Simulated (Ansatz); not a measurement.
## Molecular dynamics of Cl2FH3W

The input (input.yaml):

```yaml
crystal:
  periodic: [false, false, false]
  atoms:
    - { symbol: W, position_ang: [-0.294098, 0.304666, 0.294098] }
    - { symbol: Cl, position_ang: [0.343771, -0.304733, 2.403959] }
    - { symbol: H, position_ang: [1.278366, -0.130203, -0.100218] }
    - { symbol: F, position_ang: [0.275086, 2.010147, -0.275086] }
    - { symbol: Cl, position_ang: [-2.403959, -0.304733, -0.343771] }
    - { symbol: H, position_ang: [0.030616, -1.314939, -0.030616] }
    - { symbol: H, position_ang: [0.100218, -0.130203, -1.278366] }
basis:
  gaussian: { orbitals: def2-SVP }
hamiltonian:
  xc: pbe
md:
  timestep: 0.5
  n_steps: 150
  ensemble: nvt_nose_hoover
  temperature: 700.0
  initial_velocities: maxwell_boltzmann
  seed: 576209
  nose_hoover: { tau: 50.0, chain_length: 5 }
```

Launched with:

```bash
$ ansatz run input.yaml --threads 1 --pin off --max-ram 2048MiB --backend cpu --events-out ev --progress --plain --runs-dir out
```

It starts from a relaxed structure.

Output, in part (one step line in 3, the closing report, with atoms numbered from 0):

```
md step     0: t =     0.00 fs  T =   700.0 K  F+E_penalty+E_count = -29617.50523197 eV  E_kin = 0.452410 eV  conserved = -29617.05282197 eV  (31 SCF iters)
md step     3: t =     1.50 fs  T =   632.2 K  F+E_penalty+E_count = -29617.46108858 eV  E_kin = 0.408579 eV  conserved = -29617.05251679 eV  (31 SCF iters)
md step     6: t =     3.00 fs  T =   490.5 K  F+E_penalty+E_count = -29617.36888815 eV  E_kin = 0.317014 eV  conserved = -29617.05195424 eV  (33 SCF iters)
md step     9: t =     4.50 fs  T =   385.5 K  F+E_penalty+E_count = -29617.30063540 eV  E_kin = 0.249141 eV  conserved = -29617.05177584 eV  (33 SCF iters)
md step    12: t =     6.00 fs  T =   356.6 K  F+E_penalty+E_count = -29617.28185118 eV  E_kin = 0.230501 eV  conserved = -29617.05199372 eV  (32 SCF iters)
md step    15: t =     7.50 fs  T =   363.8 K  F+E_penalty+E_count = -29617.28610860 eV  E_kin = 0.235129 eV  conserved = -29617.05218462 eV  (33 SCF iters)
md step    18: t =     9.00 fs  T =   364.9 K  F+E_penalty+E_count = -29617.28606014 eV  E_kin = 0.235836 eV  conserved = -29617.05220695 eV  (33 SCF iters)
md step    21: t =    10.50 fs  T =   354.5 K  F+E_penalty+E_count = -29617.27818484 eV  E_kin = 0.229083 eV  conserved = -29617.05205524 eV  (32 SCF iters)
md step    24: t =    12.00 fs  T =   365.2 K  F+E_penalty+E_count = -29617.28373637 eV  E_kin = 0.236011 eV  conserved = -29617.05185260 eV  (33 SCF iters)
md step    27: t =    13.50 fs  T =   434.8 K  F+E_penalty+E_count = -29617.32732159 eV  E_kin = 0.281001 eV  conserved = -29617.05197856 eV  (33 SCF iters)
md step    30: t =    15.00 fs  T =   535.1 K  F+E_penalty+E_count = -29617.39053452 eV  E_kin = 0.345844 eV  conserved = -29617.05245627 eV  (32 SCF iters)
md step    33: t =    16.50 fs  T =   571.9 K  F+E_penalty+E_count = -29617.41194269 eV  E_kin = 0.369595 eV  conserved = -29617.05272845 eV  (32 SCF iters)
md step    36: t =    18.00 fs  T =   490.9 K  F+E_penalty+E_count = -29617.35666703 eV  E_kin = 0.317295 eV  conserved = -29617.05241083 eV  (32 SCF iters)
md step    39: t =    19.50 fs  T =   353.5 K  F+E_penalty+E_count = -29617.26502721 eV  E_kin = 0.228480 eV  conserved = -29617.05183317 eV  (34 SCF iters)
md step    42: t =    21.00 fs  T =   270.9 K  F+E_penalty+E_count = -29617.20968683 eV  E_kin = 0.175097 eV  conserved = -29617.05169298 eV  (34 SCF iters)
md step    45: t =    22.50 fs  T =   275.5 K  F+E_penalty+E_count = -29617.21112296 eV  E_kin = 0.178070 eV  conserved = -29617.05196527 eV  (34 SCF iters)
md step    48: t =    24.00 fs  T =   316.6 K  F+E_penalty+E_count = -29617.23567538 eV  E_kin = 0.204641 eV  conserved = -29617.05217588 eV  (34 SCF iters)
md step    51: t =    25.50 fs  T =   346.5 K  F+E_penalty+E_count = -29617.25225850 eV  E_kin = 0.223958 eV  conserved = -29617.05220273 eV  (34 SCF iters)
md step    54: t =    27.00 fs  T =   356.6 K  F+E_penalty+E_count = -29617.25543556 eV  E_kin = 0.230441 eV  conserved = -29617.05206202 eV  (34 SCF iters)
md step    57: t =    28.50 fs  T =   376.2 K  F+E_penalty+E_count = -29617.26441897 eV  E_kin = 0.243161 eV  conserved = -29617.05185035 eV  (31 SCF iters)
md step    60: t =    30.00 fs  T =   445.1 K  F+E_penalty+E_count = -29617.30482030 eV  E_kin = 0.287678 eV  conserved = -29617.05194669 eV  (34 SCF iters)
md step    63: t =    31.50 fs  T =   541.0 K  F+E_penalty+E_count = -29617.36189385 eV  E_kin = 0.349669 eV  conserved = -29617.05243213 eV  (33 SCF iters)
md step    66: t =    33.00 fs  T =   569.0 K  F+E_penalty+E_count = -29617.37385440 eV  E_kin = 0.367727 eV  conserved = -29617.05274021 eV  (32 SCF iters)
md step    69: t =    34.50 fs  T =   468.5 K  F+E_penalty+E_count = -29617.30236243 eV  E_kin = 0.302768 eV  conserved = -29617.05241261 eV  (32 SCF iters)
md step    72: t =    36.00 fs  T =   304.5 K  F+E_penalty+E_count = -29617.19094919 eV  E_kin = 0.196794 eV  conserved = -29617.05172521 eV  (34 SCF iters)
md step    75: t =    37.50 fs  T =   211.3 K  F+E_penalty+E_count = -29617.12722810 eV  E_kin = 0.136558 eV  conserved = -29617.05150837 eV  (34 SCF iters)
md step    78: t =    39.00 fs  T =   237.3 K  F+E_penalty+E_count = -29617.14134344 eV  E_kin = 0.153393 eV  conserved = -29617.05186112 eV  (34 SCF iters)
md step    81: t =    40.50 fs  T =   317.5 K  F+E_penalty+E_count = -29617.18929211 eV  E_kin = 0.205203 eV  conserved = -29617.05218535 eV  (32 SCF iters)
md step    84: t =    42.00 fs  T =   378.3 K  F+E_penalty+E_count = -29617.22309827 eV  E_kin = 0.244521 eV  conserved = -29617.05227261 eV  (32 SCF iters)
md step    87: t =    43.50 fs  T =   394.2 K  F+E_penalty+E_count = -29617.22669661 eV  E_kin = 0.254750 eV  conserved = -29617.05213249 eV  (33 SCF iters)
md step    90: t =    45.00 fs  T =   391.4 K  F+E_penalty+E_count = -29617.21778811 eV  E_kin = 0.252941 eV  conserved = -29617.05183644 eV  (33 SCF iters)
md step    93: t =    46.50 fs  T =   424.8 K  F+E_penalty+E_count = -29617.23205772 eV  E_kin = 0.274523 eV  conserved = -29617.05180357 eV  (33 SCF iters)
md step    96: t =    48.00 fs  T =   496.6 K  F+E_penalty+E_count = -29617.27036992 eV  E_kin = 0.320965 eV  conserved = -29617.05223384 eV  (30 SCF iters)
md step    99: t =    49.50 fs  T =   521.2 K  F+E_penalty+E_count = -29617.27680959 eV  E_kin = 0.336870 eV  conserved = -29617.05259786 eV  (31 SCF iters)
md step   102: t =    51.00 fs  T =   423.4 K  F+E_penalty+E_count = -29617.20399511 eV  E_kin = 0.273658 eV  conserved = -29617.05233947 eV  (32 SCF iters)
md step   105: t =    52.50 fs  T =   252.0 K  F+E_penalty+E_count = -29617.08571205 eV  E_kin = 0.162850 eV  conserved = -29617.05157702 eV  (34 SCF iters)
md step   108: t =    54.00 fs  T =   153.5 K  F+E_penalty+E_count = -29617.01780660 eV  E_kin = 0.099203 eV  conserved = -29617.05127244 eV  (34 SCF iters)
md step   111: t =    55.50 fs  T =   193.0 K  F+E_penalty+E_count = -29617.04027112 eV  E_kin = 0.124717 eV  conserved = -29617.05174246 eV  (34 SCF iters)
md step   114: t =    57.00 fs  T =   286.9 K  F+E_penalty+E_count = -29617.09608698 eV  E_kin = 0.185399 eV  conserved = -29617.05216035 eV  (34 SCF iters)
md step   117: t =    58.50 fs  T =   341.1 K  F+E_penalty+E_count = -29617.12406865 eV  E_kin = 0.220477 eV  conserved = -29617.05220119 eV  (34 SCF iters)
md step   120: t =    60.00 fs  T =   333.8 K  F+E_penalty+E_count = -29617.11139513 eV  E_kin = 0.215726 eV  conserved = -29617.05199456 eV  (33 SCF iters)
md step   123: t =    61.50 fs  T =   305.2 K  F+E_penalty+E_count = -29617.08529534 eV  E_kin = 0.197249 eV  conserved = -29617.05160754 eV  (33 SCF iters)
md step   126: t =    63.00 fs  T =   333.3 K  F+E_penalty+E_count = -29617.09616745 eV  E_kin = 0.215382 eV  conserved = -29617.05146048 eV  (34 SCF iters)
md step   129: t =    64.50 fs  T =   444.4 K  F+E_penalty+E_count = -29617.15981540 eV  E_kin = 0.287224 eV  conserved = -29617.05197564 eV  (32 SCF iters)
md step   132: t =    66.00 fs  T =   537.3 K  F+E_penalty+E_count = -29617.20940132 eV  E_kin = 0.347237 eV  conserved = -29617.05261083 eV  (32 SCF iters)
md step   135: t =    67.50 fs  T =   481.4 K  F+E_penalty+E_count = -29617.16195785 eV  E_kin = 0.311158 eV  conserved = -29617.05253122 eV  (32 SCF iters)
md step   138: t =    69.00 fs  T =   289.7 K  F+E_penalty+E_count = -29617.02888185 eV  E_kin = 0.187239 eV  conserved = -29617.05155291 eV  (32 SCF iters)
md step   141: t =    70.50 fs  T =   151.1 K  F+E_penalty+E_count = -29616.93430592 eV  E_kin = 0.097641 eV  conserved = -29617.05084666 eV  (33 SCF iters)
md step   144: t =    72.00 fs  T =   206.3 K  F+E_penalty+E_count = -29616.96719019 eV  E_kin = 0.133340 eV  conserved = -29617.05134867 eV  (34 SCF iters)
md step   147: t =    73.50 fs  T =   373.0 K  F+E_penalty+E_count = -29617.06989669 eV  E_kin = 0.241040 eV  conserved = -29617.05198477 eV  (33 SCF iters)
md step   150: t =    75.00 fs  T =   512.4 K  F+E_penalty+E_count = -29617.15179187 eV  E_kin = 0.331178 eV  conserved = -29617.05214796 eV  (31 SCF iters)
Total energy: -29617.15185452 eV, -1088.4102554271 hartree
Atom 0 at    -0.298166     0.260148     0.273025 Å, force     0.466143    -0.319299    -1.419476 eV/Å
Atom 1 at     0.409115    -0.119060     2.377681 Å, force     0.165015    -0.556993     0.469236 eV/Å
Atom 2 at     1.243312    -0.258728    -0.288349 Å, force    -0.221427     0.490607     0.846794 eV/Å
Atom 3 at     0.330910     2.041544     0.070115 Å, force    -0.195069    -0.561709    -0.465041 eV/Å
Atom 4 at    -2.483008    -0.273267    -0.380214 Å, force     0.658581     0.103458     0.192975 eV/Å
Atom 5 at     0.051370    -1.360147    -0.280991 Å, force    -0.398628     0.520211     0.406871 eV/Å
Atom 6 at     0.286299    -0.065441    -1.296873 Å, force    -0.474615     0.323724    -0.031358 eV/Å
Dipole moment:    -0.076843     0.017046     0.125393 e Å
```

All steps were run. The conserved energy stayed within 0.29 meV per atom of its start (net change 0.096 meV per atom), so the integration is sound. The mean temperature of the second half is 51 % below the set value. A run of 0.075 ps of so small a system gives no equilibrium averages.

The same pairs are bonded in the first frame and the last. Pairs count as bonded within 1.25 times the sum of covalent radii (0.12 Å more for H–H).

Last frame:

```xyz
7
Properties=species:S:1:pos:R:3
W -0.298 0.260 0.273
Cl 0.409 -0.119 2.378
H 1.243 -0.259 -0.288
F 0.331 2.042 0.070
Cl -2.483 -0.273 -0.380
H 0.051 -1.360 -0.281
H 0.286 -0.065 -1.297
```

Time of the run: 10 min on 1 thread of Arm Neoverse V1, on a shared host, peak memory 0.16 GiB.
